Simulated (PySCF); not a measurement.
Energy of Cs²⁺ (caesium, charge +2) between two integer charges

The 5p beta orbital of [Kr] 4d10 5s2 5p5 is emptied in steps (occupation f), with all orbitals relaxed, ending at [Kr] 4d10 5s2 5p4. Calculation: PySCF 2.14, in def2-SVP with the def2 core potential (46 electrons); a scalar-relativistic core potential. The exact energy is a straight line in f; departures are measured from the line between the end points of the same method.

| f | UHF (eV) | LDA (eV) | PBE (eV) | PBE0 (eV) | r2SCAN (eV) | LC-wPBE (eV) | BHandHLYP (eV) | wB97X (eV) | CAM-B3LYP (eV) | BLYP (eV) |
| --- | --- | --- | --- | --- | --- | --- | --- | --- | --- | --- |
| 1 | 0.000 | 0.000 | 0.000 | 0.000 | 0.000 | 0.000 | 0.000 | 0.000 | 0.000 | 0.000 |
| 0.75 | 0.078 | -0.979 | -0.960 | -0.706 | -0.904 | -0.169 | -0.457 | -0.261 | -0.444 | -0.963 |
| 0.5 | 0.101 | -1.302 | -1.271 | -0.934 | -1.185 | -0.218 | -0.610 | -0.349 | -0.590 | -1.278 |
| 0.25 | 0.074 | -0.973 | -0.943 | -0.694 | -0.863 | -0.156 | -0.459 | -0.263 | -0.441 | -0.953 |
| 0 | 0.000 | 0.000 | 0.000 | 0.000 | 0.000 | 0.000 | 0.000 | 0.000 | 0.000 | 0.000 |

Question: For CAM-B3LYP, how does the orbital energy at f = 1 compare with the removal energy?

Answer: −ε = 31.197 eV against a total-energy difference of 33.569 eV. By Janak's theorem ε = ∂E/∂f, so the gap between them reflects the curvature. Along the path −ε is 32.390 (f = 0.75), 33.576 (f = 0.5), 34.750 (f = 0.25) eV.

| method | E(f=0) − E(f=1) (eV) | −ε at f=1 (eV) | −ε at f=0.5 (eV) |
| --- | --- | --- | --- |
| UHF | 32.504 | 32.932 | 32.492 |
| LDA | 33.519 | 28.293 | 33.534 |
| PBE | 33.557 | 28.417 | 33.600 |
| PBE0 | 33.591 | 29.811 | 33.622 |
| r2SCAN | 33.644 | 28.766 | 33.750 |
| LC-wPBE | 33.676 | 32.755 | 33.709 |
| BHandHLYP | 33.482 | 31.051 | 33.478 |
| wB97X | 33.705 | 32.322 | 33.700 |
| CAM-B3LYP | 33.569 | 31.197 | 33.576 |
| BLYP | 33.425 | 28.277 | 33.450 |

Reference removal energy between the ground levels: 33.195 eV (semi-empirical (NIST evaluation); NIST Atomic Spectra Database, ionization energies). The calculation has no spin-orbit coupling. UHF lacks correlation.
